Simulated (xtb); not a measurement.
lithium hydride (HLi), singlet, from a rough starting geometry (GFN-xTB shapes and energies of metal compounds can be far from the true ones); GFN2-xTB in xtb.

The xtb input:
```
$ xtb mol.xyz --gfn 2 --opt vtight --json

# file mol.xyz
2

Li    -0.01451621    -0.03269899     0.86471490
H     -0.00470388    -0.06833039    -0.77888048
```

Q: Predict the main parts of the log of this xtb run.

A: 
```
   ID    Z sym.   atoms
    1    3 Li     1
    2    1 H      2

           -------------------------------------------------
          |                Calculation Setup                |
           -------------------------------------------------

           -------------------------------------------------
          |                 G F N 2 - x T B                 |
           -------------------------------------------------

          ...................................................
          :                      SETUP                      :
          :.................................................:
          :  # basis functions                   5          :
          :  # atomic orbitals                   5          :
          :  # shells                            3          :
          :  # electrons                         2          :
          :  max. iterations                   250          :
          :  Hamiltonian                  GFN2-xTB          :
          :  restarted?                      false          :
          :  GBSA solvation                  false          :
          :  PC potential                    false          :
          :  electronic temp.          300.0000000     K    :
          :  accuracy                    1.0000000          :
          :  -> integral cutoff          0.2500000E+02      :
          :  -> integral neglect         0.1000000E-07      :
          :  -> SCF convergence          0.1000000E-05 Eh   :
          :  -> wf. convergence          0.1000000E-03 e    :
          :  Broyden damping             0.4000000          :
          :  net charge                          0          :
          :  unpaired electrons                  0          :
          ...................................................

 iter      E             dE          RMSdq      gap      omega  full diag
   1     -0.7687321 -0.768732E+00  0.268E+01    5.05       0.0  T
   2     -0.7766643 -0.793222E-02  0.176E+01    4.55       1.0  T
   3     -0.7762596  0.404690E-03  0.240E+00    4.32       1.0  T
   4     -0.7777389 -0.147931E-02  0.258E+00    5.31       1.0  T
   5     -0.7789625 -0.122359E-02  0.522E-01    4.74       1.0  T
   6     -0.7790730 -0.110501E-03  0.340E-01    4.82       1.0  T
   7     -0.7790892 -0.162111E-04  0.135E-02    4.86       5.3  T
   8     -0.7790893 -0.550430E-07  0.650E-04    4.86     108.8  T
   9     -0.7790893 -0.540161E-10  0.177E-04    4.86     399.8  T

   *** convergence criteria satisfied after 9 iterations ***

         :::::::::::::::::::::::::::::::::::::::::::::::::::::
         ::                     SUMMARY                     ::
         :::::::::::::::::::::::::::::::::::::::::::::::::::::
         :: total energy              -0.777421419869 Eh    ::
         :: gradient norm              0.029944922996 Eh/a0 ::
         :: HOMO-LUMO gap              4.858165953136 eV    ::
         ::.................................................::
         :: SCC energy                -0.779089285244 Eh    ::
         :: -> isotropic ES            0.018456597897 Eh    ::
         :: -> anisotropic ES          0.013285896586 Eh    ::
         :: -> anisotropic XC         -0.007173664943 Eh    ::
         :: -> dispersion             -0.000284196884 Eh    ::
         :: repulsion energy           0.001667865374 Eh    ::
         :: add. restraining           0.000000000000 Eh    ::
         :: total charge              -0.000000000000 e     ::
         :::::::::::::::::::::::::::::::::::::::::::::::::::::

      -----------------------------------------------------------
     |                   =====================                   |
     |                        A N C O P T                        |
     |                   =====================                   |
     |               Approximate Normal Coordinate               |
     |                Rational Function Optimizer                |
      -----------------------------------------------------------
      -----------------------------------------------------------
     |                   =====================                   |
     |                        A N C O P T                        |
     |                   =====================                   |
     |               Approximate Normal Coordinate               |
     |                Rational Function Optimizer                |
      -----------------------------------------------------------

          ...................................................
          :                      SETUP                      :
          :.................................................:
          :   optimization level         verytight          :
          :   max. optcycles                   200          :
          :   ANC micro-cycles                  20          :
          :   degrees of freedom                 1          :
          :.................................................:
          :   RF solver                   davidson          :
          :   write xtbopt.log                true          :
          :   linear (good luck)              true          :
          :   energy convergence         0.1000000E-06 Eh   :
          :   grad. convergence          0.2000000E-03 Eh/α :
          :   maxmium RF displ.          1.0000000          :
          :   Hlow (freq-cutoff)         0.1000000E-01      :
          :   Hmax (freq-cutoff)         5.0000000          :
          :   S6 in model hess.         20.0000000          :
          ...................................................

generating ANC from exact Hessian ...
Using Lindh-Hessian (1995)
 Shifting diagonal of input Hessian by    0.0000000000000000
 Lowest  eigenvalues of input Hessian
    0.000000    0.000000    0.000000    0.000000    0.000000    0.034078
 Highest eigenvalues
    0.000000    0.000000    0.000000    0.000000    0.000000    0.034078

........................................................................
[...]
 * total energy  :    -0.7774214 Eh     change       -0.7318590E-12 Eh
 * total energy  :    -0.7794527 Eh     change       -0.2031231E-02 Eh
 * total energy  :    -0.7832582 Eh     change       -0.3805529E-02 Eh
 * total energy  :    -0.7837354 Eh     change       -0.4772666E-03 Eh
 * total energy  :    -0.7837957 Eh     change       -0.6025269E-04 Eh
 * total energy  :    -0.7837967 Eh     change       -0.1030239E-05 Eh
 * total energy  :    -0.7837972 Eh     change       -0.4986121E-06 Eh
 * total energy  :    -0.7837972 Eh     change       -0.2819833E-10 Eh
   *** GEOMETRY OPTIMIZATION CONVERGED AFTER 8 ITERATIONS ***
[...]
H           -0.00550892612570       -0.06540703535099       -0.64403278400104

 Bond Distances (Angstroems)
 ---------------------------
Li1-H2=1.3742        H2-Li1=1.3742
 Li H  Rav=1.3742 sigma=0.0000  Rmin=1.3742  Rmax=1.3742     1

 selected bond angles (degree)
 --------------------

 selected dihedral angles (degree)
 ---------------------------------

           -------------------------------------------------
          |                Final Singlepoint                |
           -------------------------------------------------

          ...................................................
          :                      SETUP                      :
          :.................................................:
          :  # basis functions                   5          :
          :  # atomic orbitals                   5          :
          :  # shells                            3          :
          :  # electrons                         2          :
          :  max. iterations                   250          :
          :  Hamiltonian                  GFN2-xTB          :
          :  restarted?                      false          :
          :  GBSA solvation                  false          :
          :  PC potential                    false          :
          :  electronic temp.          300.0000000     K    :
          :  accuracy                    1.0000000          :
          :  -> integral cutoff          0.2500000E+02      :
          :  -> integral neglect         0.1000000E-07      :
          :  -> SCF convergence          0.1000000E-05 Eh   :
          :  -> wf. convergence          0.1000000E-03 e    :
          :  Broyden damping             0.4000000          :
          :  net charge                          0          :
          :  unpaired electrons                  0          :
          ...................................................

 iter      E             dE          RMSdq      gap      omega  full diag
   1     -0.7912975 -0.791297E+00  0.114E-06    5.66       0.0  T
   2     -0.7912975  0.111022E-15  0.725E-07    5.66   97497.6  T
   3     -0.7912975  0.333067E-15  0.202E-07    5.66  100000.0  T

   *** convergence criteria satisfied after 3 iterations ***

         :::::::::::::::::::::::::::::::::::::::::::::::::::::
         ::                     SUMMARY                     ::
         :::::::::::::::::::::::::::::::::::::::::::::::::::::
         :: total energy              -0.783797227786 Eh    ::
         :: gradient norm              0.000000017271 Eh/a0 ::
         :: HOMO-LUMO gap              5.656750871584 eV    ::
         ::.................................................::
         :: SCC energy                -0.791297460884 Eh    ::
         :: -> isotropic ES            0.017094026131 Eh    ::
         :: -> anisotropic ES          0.010117746156 Eh    ::
         :: -> anisotropic XC         -0.006275922954 Eh    ::
         :: -> dispersion             -0.000307899177 Eh    ::
         :: repulsion energy           0.007500233098 Eh    ::
         :: add. restraining           0.000000000000 Eh    ::
         :: total charge               0.000000000000 e     ::
         :::::::::::::::::::::::::::::::::::::::::::::::::::::

           -------------------------------------------------
          |                Property Printout                |
           -------------------------------------------------

    * Orbital Energies and Occupations

         #    Occupation            Energy/Eh            Energy/eV
      -------------------------------------------------------------
         1        2.0000           -0.3632288              -9.8840 (HOMO)
         2                         -0.1553470              -4.2272 (LUMO)
         3                         -0.0944233              -2.5694
         4                         -0.0944233              -2.5694
         5                          0.3206919               8.7265
      -------------------------------------------------------------
                  HL-Gap            0.2078818 Eh            5.6568 eV
             Fermi-level           -0.2592879 Eh           -7.0556 eV

     #   Z          covCN         q      C6AA      α(0)
     1   3 Li       0.812     0.381    42.520    20.518
     2   1 H        0.812    -0.381    43.768    10.387

 Mol. C6AA /au·bohr⁶  :        148.829812
 Mol. C8AA /au·bohr⁸  :       5634.118117
 Mol. α(0) /au        :         30.905228

Wiberg/Mayer (AO) data.
largest (>0.10) Wiberg bond orders for each atom

 ---------------------------------------------------------------------------
     #   Z sym  total        # sym  WBO       # sym  WBO       # sym  WBO
 ---------------------------------------------------------------------------
     1   3 Li   0.855 --     2 H    0.855
     2   1 H    0.855 --     1 Li   0.855
 ---------------------------------------------------------------------------

Topologies differ in total number of bonds
Writing topology from bond orders to xtbtopo.mol

molecular dipole:
                 x           y           z       tot (Debye)
 q only:       -0.006       0.021       0.989
   full:       -0.013       0.048       2.218       5.638
molecular quadrupole (traceless):
                xx          xy          yy          xz          yz          zz
 q only:       -0.078       0.000      -0.084      -0.028      -0.139       0.162
  q+dip:       -1.985      -0.000      -1.997      -0.094      -0.194       3.981
   full:       -0.717       0.000      -0.731      -0.072      -0.276       1.449

optimized geometry written to: xtbopt.xyz

           -------------------------------------------------
          | TOTAL ENERGY               -0.783797227786 Eh   |
          | GRADIENT NORM               0.000000017271 Eh/α |
          | HOMO-LUMO GAP               5.656750871584 eV   |
           -------------------------------------------------

normal termination of xtb
```
